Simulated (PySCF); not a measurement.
Excitation energy of Yb by level of theory

Yb [Xe] 4f14 6s2 (1S) → Yb [Xe] 4f14 5d2 (3F), as a difference of total energies. Computed with PySCF 2.14 in ANO-RCC-VTZP (8s7p5d3f2g1h, 104 functions), with the spin-free X2C one-electron Hamiltonian (Gaussian nucleus). Correlated levels: valence: [Kr] 4d10 frozen; valence and next inner shell: [Ar] 3d10 frozen. The calculations carry no spin-orbit coupling.

```
                                method  excitation energy (eV)
                                   UHF                   5.945
                                   LDA                   6.093
                                   PBE                   5.797
                                  PBE0                   5.837
                                r2SCAN                   5.580
                         MP2 (valence)                   6.679
                     SCS-MP2 (valence)                   6.794
    MP2 (valence and next inner shell)                   6.709
SCS-MP2 (valence and next inner shell)                   6.818
```

Task: How much does correlation contribute at MP2 (valence and next inner shell)?

Result: 6.709 − (5.945) = 0.764 eV, measured against UHF.

A first-order spin-orbit estimate (lowest level to lowest level, LS coupling) adds -0.091 eV.
